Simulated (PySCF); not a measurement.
GeHBr, SMILES [GeH][Br] (connectivity only; charge and spin as stated), neutral, multiplicity 1.

The structure is a stationary point at PBE0-D3(BJ)/def2-TZVP.

Level of theory: HF/def2-TZVPD (PySCF).

Symmetry labels are those of the subgroup Cs that the program uses (full group Cs).

Computed valence orbital energies around the gap with their symmetry:
```tsv
orbital	symmetry	energy (eV)
HOMO−7	A'	-45.42
HOMO−6	A'	-45.33
HOMO−5	A'	-27.21
HOMO−4	A'	-18.14
HOMO−3	A'	-12.84
HOMO−2	A'	-11.56
HOMO−1	A"	-11.55
HOMO	A'	-9.51
LUMO	A"	-0.15
LUMO+1	A'	1.65
LUMO+2	A'	2.02
LUMO+3	A'	2.23
```
